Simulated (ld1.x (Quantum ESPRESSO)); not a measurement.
## What one change does to a pseudopotential (Sr, TM)

Sr, norm-conserving Troullier–Martins (Kleinman–Bylander form), made with ld1.x (Quantum ESPRESSO) 7.5 (LDA (PZ), scalar-relativistic). Core [Kr], reference 4d0 5s1 5p0 (charge +1). Waves: 5p (bound, empty): rc 4.20 bohr; 4d (bound, empty): rc 3.05 bohr; 5s (bound): rc 3.65 bohr. Local part: the s channel. Core correction: none.

Change: core correction a·sin(br)/r model core inside 3.78 bohr.

Cutoffs: the cutoffs (Ry, on a coarse ladder) from which the occupation-weighted sum of valence levels, in a spherical-Bessel basis at the reference potential, stays within 10 and 1 mRy of its value at 400 Ry; they do not see the model core or the augmentation charge, which bear on the density cutoff. Errors are all-electron minus pseudo energies relative to the spin-unpolarised reference configuration.

Q: What does the change do?

A: Both files are so soft that the ladder of cutoffs tells neither apart; of the 9 tests that both files solve, the error grows in 0 and shrinks in 9 by more than 15 % and 0.3 meV (median size 44.5 → 17.8 meV); neither file shows a bound ghost. Exchange and correlation are not linear in the density, so unscreening with the valence charge alone errs where core and valence overlap; a model core restores that term. A model core, the more so a compact one, raises the density cutoff, which this test does not measure.

| quantity | base | changed |
| --- | --- | --- |
| cutoff, loose | 6 Ry | 6 Ry |
| cutoff, tight | 8 Ry | 8 Ry |
| bound ghosts | none | none |
| error for 4d0 5s2 5p0, meV [ΔE -6.06 eV] | +44 | +19 |
| error for 4d0 5s1.5 5p0, meV [ΔE -3.65 eV] | +16 | +7.0 |
| error for 4d0 5s1 5p1, meV [ΔE -3.67 eV] | +9.6 | +4.0 |
| error for 4d0 5s0 5p2, meV [ΔE -1.14 eV] | +25 | +7.2 |
| error for 4d0.5 5s1.5 5p0, meV [ΔE -4.91 eV] | +143 | +65 |
| error for 4d0 5s0 5p1, meV [ΔE 3.04 eV] | +50 | +18 |
| error for 4d1 5s0 5p0, meV [ΔE 1.80 eV] | +408 | +211 |
| error for 4d0 5s1 5p0 (spin-polarised), meV [ΔE -0.18 eV] | +85 | +38 |
| error for 4d0 5s1.5 5p0 (spin-polarised), meV [ΔE -3.68 eV] | +27 | +13 |
| s: phases at 4.57 bohr within 0.05 rad from the reference energy up to (Ry; the scan ends near 5) | 0.4 | 0.4 |
| p: phases at 4.57 bohr within 0.05 rad from the reference energy up to (Ry; the scan ends near 5) | n/a | n/a |
| d: phases at 4.57 bohr within 0.05 rad from the reference energy up to (Ry; the scan ends near 5) | 0.0 | 0.0 |

Base: The cutoffs count occupied waves only; the empty 4d level needs 15 Ry at the loose tolerance. Changed file: The cutoffs count occupied waves only; the empty 4d level needs 15 Ry at the loose tolerance.
